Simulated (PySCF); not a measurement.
C₆H₁₁S (doublet state).
Structure used (GFN2-xTB), in Å, numbered top down from 1:
```
atom  x, y, z in Å
C1    -1.0161    0.8012   -2.1888
C2    -0.5176   -0.1524   -1.4727
C3    -0.3648   -0.6693   -0.1209
C4     1.1207   -0.8097    0.2588
C5     1.9017    0.4940    0.1494
C6    -1.1431    0.2263    0.8668
S7    -1.1063   -0.3910    2.5825
H8    -0.9005    0.8262   -3.2633
H9    -1.5834    1.6444   -1.7873
H10   -0.8169   -1.6710   -0.0832
H11    1.5691   -1.5517   -0.4048
H12    1.1854   -1.1900    1.2804
H13    2.9589    0.3074    0.3219
H14    1.5647    1.2167    0.8881
H15    1.7827    0.9272   -0.8414
H16   -2.1861    0.3064    0.5618
H17   -0.7070    1.2220    0.9097
H18   -1.7502   -1.5302    2.3316
```

The hyperfine couplings belong to this conformer and change with its torsions.

The species is `C=[C][C@@H](CC)CS` [radical].

The calculation used UKS B3LYP, pcH-1 on C H S, non-relativistic, mean-field spin-orbit, GIAO (PySCF 2.14.0). Geometry: GFN2-xTB, one conformer, isolated molecule. Couplings are sensitive to structure, and on GFN2-xTB geometries they can be far from those on DFT ones. No stability test was run, so a lower SCF solution isn't excluded.

(1) Where do the isotropic ENDOR lines of H9, H8, H10, H17, H16 and H11 fall at 3371.4 mT, to first order?

(2) Which pairs are centred on the nuclear Larmor frequency, and which on half the coupling?

(3) At what field would the lower line of H10 fall to zero frequency?

Results:

(1) For S = 1/2 in fast tumbling each set of equivalent nuclei gives two lines, ν± = |νn ± a/2| to first order, with νn = g_N μN B/h and μN/h = 7.62259 MHz/T.

```
nuclei  isotope     g_N  νn (MHz)  a_iso (MHz)  lower line (MHz)  upper line (MHz)
    H9       1H  5.5857    143.55       181.69             52.70            234.39
    H8       1H  5.5857    143.55       123.80             81.64            205.45
   H10       1H  5.5857    143.55        26.79            130.15            156.94
   H17       1H  5.5857    143.55        -4.05            141.52            145.57
   H16       1H  5.5857    143.55        -3.93            141.58            145.51
   H11       1H  5.5857    143.55        -1.56            142.77            144.32
```

(2) Centred on νn, since |a| < 2νn: H9, H8, H10, H17, H16 and H11. No pair has |a| > 2νn.

(3) Where νn = |a|/2, that is B = 13.40 MHz/(5.5857 × 7.62259 MHz/T) = 315 mT, as far as first order holds there.

The Mulliken spin populations are largest on C2 (+0.98), C1 (-0.16) and H9 (+0.09). C2 is the only atom above +0.15. The positive populations add up to 1.22 and the negative ones to -0.22, together 2S = 1.

On one thread, Arm Neoverse N1 (aarch64), no GPU, shared host, this took 2.5 min of wall time (with the writing of density and orbital grids) and 1.1 GiB of memory at its peak.
